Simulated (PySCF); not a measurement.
BeClI, SMILES [Cl][Be][I]. Atoms are numbered in the order given.

```xyz
3

Be     0.0000     0.0000    -1.1377
Cl     0.0000     0.0000    -2.9403
I      0.0000     0.0000     1.0290
```

Geometry optimised at B3LYP-D3(BJ)/def2-TZVP. The def2 effective core potentials stand for the cores of I; spin–orbit coupling is left out.

All values below come from IEF-PCM-M06-2X/def2-SVP (PySCF).

The values are the electrostatic part of the solvation free energy, E(continuum) − E(gas) at the gas-phase geometry, in a cavity of scaled van der Waals radii (PySCF's table); cavitation and dispersion terms are not included. A continuum can't describe solvent molecules that bind to the metal. In vacuum the orbital gap is 9.34 eV. The dipole moment in vacuum is 0.16 D.

### Question
Estimate the values in water (ε = 78.36), acetonitrile (ε = 35.69), dimethylsulfoxide (ε = 46.83). (Estimate from the structure and the level; the computed values follow.)

### Answer

| solvent | ε | ΔG(elec) (kcal/mol) | dipole (D) | gap (eV) |
|---|---|---|---|---|
| water | 78.36 | -5.0 | 0.07 | 9.58 |
| acetonitrile | 35.69 | -4.9 | 0.06 | 9.57 |
| dimethylsulfoxide | 46.83 | -4.9 | 0.06 | 9.57 |
